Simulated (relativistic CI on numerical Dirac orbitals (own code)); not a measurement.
One change at a time: Kr

Base calculation: Dirac-Coulomb-Breit CI, orbitals from a KLI potential per configuration, a model potential for QED, valence Slater integrals scaled by 0.85, P86 correlation energy added to each configuration.

Configuration list (outside the closed core [Ar] 3d10 4s2): 4p6, 4p5.5s, 4p5.5p, 4p5.4d, 4p5.6s, 4p5.6p, 4p5.5d, 4p5.7s, 4p5.4f, 4p5.7p, 4p5.6d, 4p5.5f, 4p5.5g, 4p5.7d. Double excitations out of closed p, d and f shells are left out; levels of such configurations are missing from the list, as are those of other unlisted configurations, and high levels can miss mixing partners.

Variants: (1) valence Slater integrals scaled by 0.75; (2) Slater integrals left unscaled. Shifts of the energy above 4p6 1S_0, in cm⁻¹, for the lowest level and the first level of each name with at least 55 % of one term (blank where a level changes its place among those of its configuration and J or its character, or is not in the variant):

| Level | Base | Δ(1) | Δ(2) | Measured |
| --- | --- | --- | --- | --- |
| 4p6 1S_0 | 0.0 | 0.0 | 0.0 | 0.0 |
| 4p5.5s 3P°_2 | 80648.5 | +73.9 | -117.0 | 79971.7 |
| 4p5.5s 3P°_0 | 85973.1 | +78.7 | -127.9 | 85191.6 |
| 4p5.5p 3S_1 | 90915.5 | +145.4 | -223.7 | 91168.5 |
| 4p5.5p 3D_3 | 91824.5 | +40.9 | -61.4 | 92294.4 |
| 4p5.5p 3P_2 | 92578.5 | -47.8 | +71.1 | 93123.3 |
| 4p5.5p 3D_1 | 97229.4 | +7.5 | -10.5 | 97595.9 |
| 4p5.4d 3P°_0 | 97335.9 | +117.2 | -169.3 |  |
| 4p5.5p 3P_1 | 97479.5 | -21.5 | +38.2 | 97919.1 |
| 4p5.4d 3P°_1 | 97586.9 | +101.5 | -150.3 |  |
| 4p5.4d 3F°_4 | 97996.5 | +66.2 | -99.4 | 97797.3 |
| 4p5.4d 3P°_2 | 98016.2 | +74.2 | -116.0 |  |
| 4p5.4d 3F°_3 | 98378.9 | +33.8 | -52.0 |  |
| 4p5.4d 3D°_3 | 98974.0 | -46.0 | +68.4 |  |
| 4p5.6s 3P°_2 | 99560.6 | +8.7 | -11.9 | 99626.9 |
| 4p5.6p 3S_1 | 102899.6 | +44.3 | -67.5 |  |
| 4p5.6p 3D_3 | 103077.0 | +16.2 | -24.3 |  |
| 4p5.6p 1P_1 | 103297.5 | -11.6 | +17.3 |  |
| 4p5.6p 3P_2 | 103332.4 | -13.9 | +20.8 |  |
| 4p5.4d 3F°_2 | 103632.6 | +19.9 | -27.2 |  |
| 4p5.5d 3P°_0 | 104419.9 | +97.0 | -147.0 |  |
| 4p5.5d 3F°_4 | 104969.7 | +42.3 | -63.5 |  |

Correlation outside the listed configurations is missing or only estimated: errors of thousands of cm⁻¹ between configurations and terms are usual at this charge. Rates and lifetimes follow the computed energies and can be off by large factors. The fine structure of a lone outer electron comes out too small, for d and f at times inverted, and misplaced configurations move strength between like terms. 16 of the 18 excited levels that our extract of the measured tables holds in this range could be paired (the sources list more); they are missed by 470 cm⁻¹ on average and 785 at most, and levels without a partner can miss by more.

Measured levels: NIST Handbook of Basic Atomic Spectroscopic Data (Sansonetti and Martin, J. Phys. Chem. Ref. Data 34, 1559 (2005)).

Ionisation energy from the two ground configurations alone: base 14.13 eV. The NIST ASD value (measured) is 13.9996 eV.

LS names give the leading component of a level, which can be under half, so a name can repeat, a term be missing and a line seem to break the LS rules.
